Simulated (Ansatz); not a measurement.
Computed with Ansatz on PBE0-D4/def2-TZVP structures; ΔE is electronic, products minus reactants. CCSD(T)/CBS is the MP2 limit (def2-TZVPP, def2-QZVPP) plus CCSD(T) − MP2 in def2-TZVPP, frozen cores. Functionals use def2-TZVPP. For Ge outer-core shells are correlated without core-valence functions, which leaves a few kJ/mol of doubt a bond. Scalar relativity is left out up to krypton. One conformer a species, not always the lowest.

Reaction (formal exchange of groups at the Al–C bond): `O[C](F)(F)[AlH2]` + `[CH3][GeH]([F])[F]` → `[CH3][Ge]([F])([F])[AlH2]` + `OC(F)F`

| species | RPA@PBE/def2-TZVPP energy (Eh) |
| --- | --- |
| `O[C](F)(F)[AlH2]` | -556.85596 |
| `[CH3][GeH]([F])[F]` | -2316.01566 |
| `[CH3][Ge]([F])([F])[AlH2]` | -2558.65658 |
| `OC(F)F` | -314.23481 |

(1) Work out ΔE.

Largest T1 diagnostic among the species: 0.013.

Results:

(1) ΔE = (-2558.65658) + (-314.23481) − (-556.85596) − (-2316.01566) = -0.01977 Eh = -12.4 kcal/mol. CCSD(T)/CBS gives -12.5 kcal/mol.

At CCSD(T), def2-SVP lies +1.5 kcal/mol from the extrapolated value and def2-TZVPP −0.3 kcal/mol. From BLYP to BHLYP (50 % exact exchange), in def2-TZVPP and without D4, ΔE moves by −0.7 kcal/mol.
